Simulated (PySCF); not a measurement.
Species: 4-cyanopyridine N-oxide, C6H4N2O.
Numbering: `[N:1]#[C:2][c:3]1[cH:4][cH:5][n+:6]([O-:7])[cH:8][cH:9]1` (hydrogens: H10 on C4; H11 on C5; H12 on C8; H13 on C9)

The same species was optimised twice, with GFN2-xTB and with PBE0-D3(BJ)/def2-SVP (PySCF), and the same property calculations (PySCF, gas phase) were run on both structures.

```
  coordinate  GFN2-xTB  PBE0-D3(BJ)/def2-SVP  change
   N6–C8 (Å)     1.358                 1.374  +0.016
   C5–N6 (Å)     1.358                 1.374  +0.016
   C2–C3 (Å)     1.410                 1.426  +0.016
   N1≡C2 (Å)     1.146                 1.160  +0.014
   C8–C9 (Å)     1.370                 1.376  +0.006
   C4–C5 (Å)     1.370                 1.376  +0.006
   N6–O7 (Å)     1.248                 1.243  -0.005
   C3–C4 (Å)     1.399                 1.404  +0.005
   C3–C9 (Å)     1.399                 1.404  +0.005
C3–C4–C5 (°)     119.8                 120.5    +0.7
C3–C9–C8 (°)     119.8                 120.5    +0.7
C4–C3–C9 (°)     117.9                 117.4    -0.5
N6–C8–C9 (°)     122.0                 121.7    -0.3
C4–C5–N6 (°)     122.0                 121.7    -0.3
C2–C3–C4 (°)     121.1                 121.3    +0.2
C5–N6–C8 (°)     118.5                 118.2    -0.3
C2–C3–C9 (°)     121.1                 121.3    +0.2
```

Rotational constants: A = 5946, B = 1035, C = 881.9 MHz (GFN2-xTB) against A = 5883, B = 1019, C = 868.7 MHz (PBE0-D3(BJ)/def2-SVP). Point groups within 0.08 Å: C2v and C2v.

On the GFN2-xTB structure: lowest singlet, TDDFT (eV) 4.18 [CAM-B3LYP/def2-SVPD]; lowest triplet, Tamm–Dancoff (eV) 2.35 [CAM-B3LYP/def2-SVPD]; isotropic polarisability (au) 91.1 [CAM-B3LYP/def2-SVPD]; HOMO (eV) -8.32 [CAM-B3LYP/def2-SVPD]; LUMO (eV) -1.54 [CAM-B3LYP/def2-SVPD]; dipole (D) 0.52 [CAM-B3LYP/def2-SVPD]; HOMO (eV) -7.09 [PBE0/pcSseg-1]; LUMO (eV) -2.42 [PBE0/pcSseg-1]; dipole (D) 0.91 [PBE0/pcSseg-1]; GIAO shielding of N1 (ppm) -57.0 [PBE0/pcSseg-1]; GIAO shielding of C2 (ppm) 64.6 [PBE0/pcSseg-1]; GIAO shielding of C3 (ppm) 79.7 [PBE0/pcSseg-1]; GIAO shielding of C4/C9 (mean) (ppm) 49.3 [PBE0/pcSseg-1]; GIAO shielding of C5/C8 (mean) (ppm) 41.8 [PBE0/pcSseg-1]; GIAO shielding of N6 (ppm) -76.8 [PBE0/pcSseg-1]; GIAO shielding of O7 (ppm) -200.2 [PBE0/pcSseg-1].

Problem. What do these properties become on the PBE0-D3(BJ)/def2-SVP structure?

Solution. 
```tsv
property	level	on GFN2-xTB	on PBE0-D3(BJ)/def2-SVP	change
lowest singlet, TDDFT (eV)	CAM-B3LYP/def2-SVPD	4.18	4.17	-0.01
lowest triplet, Tamm–Dancoff (eV)	CAM-B3LYP/def2-SVPD	2.35	2.31	-0.04
isotropic polarisability (au)	CAM-B3LYP/def2-SVPD	91.1	92.5	+1.4
HOMO (eV)	CAM-B3LYP/def2-SVPD	-8.32	-8.32	0.00
LUMO (eV)	CAM-B3LYP/def2-SVPD	-1.54	-1.57	-0.03
dipole (D)	CAM-B3LYP/def2-SVPD	0.52	0.69	+0.17
energy, GFN2-xTB geometry as zero (kcal/mol)	CAM-B3LYP/def2-SVPD	0.0	-0.5	-0.5
HOMO (eV)	PBE0/pcSseg-1	-7.09	-7.10	-0.01
LUMO (eV)	PBE0/pcSseg-1	-2.42	-2.45	-0.03
dipole (D)	PBE0/pcSseg-1	0.91	1.07	+0.16
energy, GFN2-xTB geometry as zero (kcal/mol)	PBE0/pcSseg-1	0.0	-0.4	-0.4
GIAO shielding of N1 (ppm)	PBE0/pcSseg-1	-57.0	-63.0	-6.0
GIAO shielding of C2 (ppm)	PBE0/pcSseg-1	64.6	62.3	-2.3
GIAO shielding of C3 (ppm)	PBE0/pcSseg-1	79.7	78.8	-0.9
GIAO shielding of C4/C9 (mean) (ppm)	PBE0/pcSseg-1	49.3	48.3	-1.0
GIAO shielding of C5/C8 (mean) (ppm)	PBE0/pcSseg-1	41.8	38.4	-3.4
GIAO shielding of N6 (ppm)	PBE0/pcSseg-1	-76.8	-84.3	-7.5
GIAO shielding of O7 (ppm)	PBE0/pcSseg-1	-200.2	-208.3	-8.1
```

The heavy atoms differ by 0.017 Å rms after alignment. Among bonds between heavy atoms C2–C3, C5–N6 and N6–C8 change most and about equally (+0.016 Å). Changes are differences of the printed values. Neither structure is proved a minimum here.
